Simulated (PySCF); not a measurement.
**Low-lying terms of Xe⁵²⁺ (xenon, charge +52)**

Ground state 1s2, ¹S. Calculation: PySCF 2.14, in an even-tempered Gaussian basis (18 s from 7.04 bohr⁻², ratio 2.5; 9 p from 8.64 bohr⁻², ratio 2.7; 7 d from 9.78 bohr⁻², ratio 2.7; 3 f from 780 bohr⁻², ratio 2.7); the spin-free X2C one-electron Hamiltonian (Gaussian nucleus). Vertical excitation energies in eV without spin-orbit coupling; excited terms of each kind are numbered among those the solver found. Frozen: nothing.

```tsv
term	leading excitation	EOM-EE-CCSD
1 3S	1s → s	30194.6
1 1S	1s → s	30274.0
1 3P°	1s → p	30537.1
1 1P°	1s → p	30586.0
2 3S	1s → s	35896.2
2 1S	1s → s	35917.0
2 3P°	1s → p	35997.1
2 1P°	1s → p	36010.5
1 3D	1s → d	36065.6
1 1D	1s → d	36066.2
2 3D	1s → d	37942.5
2 1D	1s → d	37942.8
```

The spin-orbit splitting of the hole, absent here, rivals or exceeds the spacing of these terms, so the LS terms are model states.

Only the lower part of the computed list is shown. Doubly excited terms such as np² are absent. The solver can miss terms. The 7 highest virtual orbitals were dropped.
